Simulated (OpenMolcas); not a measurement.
**Ba+: effect of the level shift or regulariser**

```json
{
 "Program": "OpenMolcas",
 "Basis": "ANO-RCC-VTZP [8s7p4d2f1g]",
 "Scalar Hamiltonian": "DKH2, point nucleus",
 "Active space": "1 electron in 4 orbitals (6s 6p)",
 "State averaging": "2S+1 = 2 even, 1 root; 2S+1 = 2 odd, 3 roots",
 "Spin-orbit coupling": "state interaction with AMFI integrals over the reference wave functions, term energies averaged over their components"
}
```

Methods on the same reference wave functions:
A. CASSCF
B. SS-CASPT2, IPEA 0.25 Eh, imaginary shift 0.1 Eh (closed shells correlated: 5s 5p)
C. SS-CASPT2, IPEA 0.25 Eh, real shift 0.2 Eh (closed shells correlated: 5s 5p)

Energies in cm⁻¹ above 6s ²S_1/2, the measured ground level; measured values from NIST Handbook of Basic Atomic Spectroscopic Data.

```tsv
Level	A	B	C	Measured
6s ²S_1/2	0.0	0.0	0.0	0.0
6p ²P°_1/2	18327	19951	19936	20262
6p ²P°_3/2	19364	20987	20972	21952
```

Deviations, from unrounded energies. A percentage is the sum of absolute deviations over the sum of measured energies, with the sign that they share, or ± where signs differ.

| Against measurement | Levels | A | B | C |
| --- | --- | --- | --- | --- |
| mean absolute deviation (cm-1) | 2 | 2300 | 640 | 650 |
| other configurations (%) | 2 | -10.7 | -3.0 | -3.1 |

B, C lie about equally close to measurement and A furthest from it. The largest miss of B in the table is 6p ²P°_3/2, by -970 cm-1. The ranking rests on the paired levels alone, and a cruder setting can come out closer through cancelling errors.

Between B and C the level of the table that moves most is 6p ²P°_1/2, by 15 cm-1 (lowest in C, highest in B).

The lowest spin-free term lies below A's lowest term by 0.170 hartree in B, 0.169 hartree in C.

ANO sets are built for ground and valence states and can reach diffuse excited orbitals poorly. With one active electron the reference holds no correlation, so core polarisation is missing (holds for A). With one active electron, CASPT2 adds the correlation within the correlated inactive shells and between them and that electron, and leaves the splitting within a term as the reference gives it (holds for B; C). Computed and measured levels are paired by configuration, term and J; levels that our copy of the source lacks, or whose pairing is in doubt (as where it misses far off the trend of its configuration), stay unpaired and out of the deviations. Only configurations of the active space appear.

° marks odd parity.
